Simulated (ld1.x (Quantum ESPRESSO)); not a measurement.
**cadmium (Cd), TM semilocal: configuration errors across variants**

| Item | Value |
| --- | --- |
| Element | Cd |
| Generator | ld1.x (Quantum ESPRESSO) 7.5 |
| Type | norm-conserving Troullier–Martins (semilocal form) |
| Functional | BP86 |
| Relativity | scalar-relativistic |
| Frozen core | [Kr] |
| Valence charge | 12 |
| Reference configuration | 4d10 5s2 5p0 |
| Partial waves | 5s (bound): rc 1.80 bohr; 4d (bound): rc 1.05 bohr; 5p (bound, empty): rc 2.85 bohr |
| Local potential | the p channel |
| Core correction | none |

All-electron excitation energies from the reference (eV): (1) 4d10 5s1 5p0 9.470; (2) 4d10 5s0 5p0 26.697; (3) 4d9 5s0 5p0 64.789; (4) 4d8 5s0 5p0 118.921; (5) 4d9 5s2 5p0 18.090; (6) 4d9 5s2 5p1 12.613; (7) 4d10 5s0 5p1 15.314.

A semilocal file is local in each channel, so a ghost entry of none says nothing of the separable form that plane-wave codes build from it.

Tests that are not counted but printed errors over 1 eV. “all radii scaled by about 0.74 (s 1.34, p 2.12, d 0.78 bohr)”: all (the test run did not reproduce the reference configuration, from which every error is measured).

A true bound ghost makes a file unfit for plane-wave use even where its test errors are small: the radial tests pick states by their node count and pass the ghost by. Where a test does run into it, the solver fails or the error is huge.

Errors AE − PS in meV (a dash: test not solved or not reliable):

```tsv
change	(1)	(2)	(3)	(4)	(5)	(6)	(7)	bound ghosts
base	-1.7	-8.4	+5.1	-149	-17	-59	+5.8	none
all radii scaled by about 0.74 (s 1.34, p 2.12, d 0.78 bohr)	–	–	–	–	–	–	–	s
all radii scaled by about 0.84 (s 1.52, p 2.40, d 0.88 bohr)	+8.2	+48	+10	-215	+317	+170	+50	none
all radii scaled by about 0.89 (s 1.60, p 2.54, d 0.94 bohr)	+3.3	+15	-7.0	-210	+89	+12	+20	none
all radii scaled by about 0.95 (s 1.72, p 2.72, d 1.00 bohr)	-0.8	-4.7	+0.7	-164	-3.0	-51	+6.7	none
all radii scaled by about 1.24 (s 2.24, p 3.54, d 1.30 bohr)	-4.2	-20	+27	-83	-53	-62	+16	none
all radii scaled by about 1.31 (s 2.36, p 3.74, d 1.38 bohr)	-3.9	-19	+21	-100	-49	-49	+26	none
all radii scaled by about 1.39 (s 2.50, p 3.96, d 1.46 bohr)	-3.5	-19	+6.3	-134	-41	-36	+34	none
```

(1) Give the same row for: all radii scaled by about 1.18 (s 2.12, p 3.34, d 1.24 bohr).

## Answers

(1) -4.2, -20, +28, -81, -53, -69, +9.6; bound ghosts: none.
